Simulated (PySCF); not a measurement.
NMR data simulated for an unnamed compound:

1H NMR (400 MHz, computed): δ 7.19 (m, 1H), 5.65 (m, 1H), 5.56 (m, 1H), 5.52 (m, 1H), 4.01 (s, 3H), 1.43 (m, 1H), 1.35 (m, 1H).

13C{1H} NMR (computed): δ 174.8 (C), 142.9 (C), 135.2 (CH), 124.7 (CH2), 54.3 (CH3), 14.2 (CH2).

In vacuum, one averaged value for each set of equivalent atoms, a single conformation, no relativistic terms. GFN2-xTB structure; NMR shieldings at PBE0/pcSseg-1/GIAO; PySCF 2.14.0 with density-fitted response routines.

Shifts are taken against calculated references (same method and geometry level): TMS for 1H and 13C.

Question: Which of these does the molecule contain: an OH group, a vinyl group CH=CH2, an amide, a non-aromatic C=C double bond, a (CH3)2CH unit, a Si–H bond?

Answer: 
- An OH group: no.
- A vinyl group CH=CH2: yes (δC 124.7, 135.2; δH 5.56 (m), 5.65 (m), 7.19 (m)).
- An amide: no.
- A non-aromatic C=C double bond: yes.
- A (CH3)2CH unit: no.
- A Si–H bond: yes (δH 5.52 (m)).

The data belong to SMILES C=CC1=C(F)[Si@H](OC)C1, C6H9FOSi; they needn't prove each group on their own.

Carbon signals by region: 1 in the far downfield region (above 160 ppm), 3 in the sp2 and nitrile region (100–160 ppm), 1 at 50–100 ppm, 1 below 50 ppm. Above 160 ppm: 174.8, fully substituted alkene carbon.

Splittings by 19F in the carbon and heteronuclear signals aren't shown, as no couplings were computed. Shifts are as computed. Against solution values, carbons near 30 ppm lie about +3 ppm off and those near 130 ppm about +5 ppm. Of 1211 compounds with measured shifts, 218 miss one by over three times the rms of a fit or turn the order of signals round; such compounds aren't used in these exercises. No couplings were computed; multiplicities are counted from neighbouring protons, with m where these are inequivalent, close in shift, in a saturated or five-membered ring or joined by F or P, and br s for small geminal =CH2 splittings.
